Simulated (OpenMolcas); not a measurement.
W2+.

```json
{
 "Program": "OpenMolcas",
 "Basis": "ANO-R2 [8s6p5d3f2g]",
 "Scalar Hamiltonian": "X2C, finite nucleus",
 "Active space": "4 electrons in 6 orbitals (5d 6s)",
 "State averaging": "2S+1 = 5 even, 15 roots; 2S+1 = 3 even, 105 roots kept (CI in the orbitals of an earlier block, 97 in the spin-orbit step); 2S+1 = 1 even, 104 roots kept (CI in the orbitals of an earlier block, 84 in the spin-orbit step)",
 "Spin-orbit coupling": "RASSI with atomic mean-field integrals over the reference wave functions, term energies averaged over their components"
}
```

Two sets of levels on these reference wave functions, in cm⁻¹ above 5d⁴ ⁵D₀: one from CASSCF and one from MS-CASPT2, IPEA 0.25 Eh, imaginary shift 0.1 Eh (closed shells correlated: 5s 5p).

| Level | Set 1 | Set 2 |
| --- | --- | --- |
| 5d⁴ ⁵D₀ [63 %] | 0.0 | 0.0 |
| 5d⁴ ⁵D₁ | 2630 | 2210 |
| 5d⁴ ⁵D₂ | 5150 | 4540 |
| 5d⁴ ⁵D₃ | 7110 | 6560 |
| 5d⁴ ⁵D₄ | 8540 | 8220 |
| 5d³ 6s ⁵F₁ | 11120 | 11360 |
| 5d⁴ ³P₀(1) [57 %] | 10940 | 11710 |
| 5d³ 6s ⁵F₂ | 12660 | 12920 |
| 5d⁴ ³P₁(1) [75 %] | 13910 | 14930 |
| 5d³ 6s ⁵F₃ | 15160 | 15270 |
| 5d⁴ ³F₂ [66 %] | 15060 | 16800 |
| 5d³ 6s ⁵F₄ | 17770 | 17940 |
| 5d⁴ ³P₂(1) [67 %] | 17730 | 19250 |
| 5d⁴ ³H₅ [51 %] | 18520 | 19680 |
| 5d³ 6s ⁵F₅ [63 %] | 20160 | 20650 |
| 5d⁴ ³H₆ | 20290 | 21690 |

Q: Which set is which?

A: Set 1 is MS-CASPT2. Its levels of the other terms of 5d⁴ lie at 0.90 to 0.94 of the other set's values, as expected, since terms of lower spin or lower L gain more correlation energy than the Hund ground term. Against 8 measured levels (NIST levels as listed in McCann et al., Mon. Not. R. Astron. Soc. 538, 537 (2025)) the mean absolute deviation is 650 cm-1 with it and 710 cm-1 without; single levels miss by up to 1000 cm-1 with it.

CASPT2 breaks the degeneracy within a term, and the mean is taken; among the terms shown or strongly mixed into the levels shown the widest spread is 390 cm-1 (5d³ 6s ⁵F, MS-CASPT2). Some high roots are left out of the spin-orbit mixing, which shifts the levels that they would mix with. Terms from blocks run as CI alone lack orbitals of their own. Configurations are named by rounded mean occupations; where the s occupation lies near a half they are strongly mixed, a name can repeat and a true partner stay unpaired. A single d shell beside an s shell can misplace configurations of different d count against each other. Without dynamic correlation excited terms often stand tens of per cent too high (terms of higher spin than the ground term too low), and those without a measured partner can miss by more than the paired ones (holds for CASSCF). Blocks of more than 70 roots (2S+1 = 3 even, 1 even) ran without multistate coupling (holds for MS-CASPT2). Some levels mix across a computed gap that differs much from the measured one, so their mixing is not that of the real levels (holds for MS-CASPT2). Some terms miss by over 15 % even with CASPT2, which points to a basis or an active space too small for the shells correlated (holds for MS-CASPT2). Measured partners are found by configuration, term and J. A level has none where our copy of the source lacks it or the pairing is in doubt (some pairs that miss far off the trend of their configuration count as doubtful), and it then counts in no deviation. Levels of configurations outside the active space are missing. Levels that lie high or do not pair safely by name in every column are left out.

A share in square brackets marks a mixed level and gives the weight of the term that names it, the lowest over the columns. A number in round brackets counts repeated terms of one configuration in the order of the reference energies.
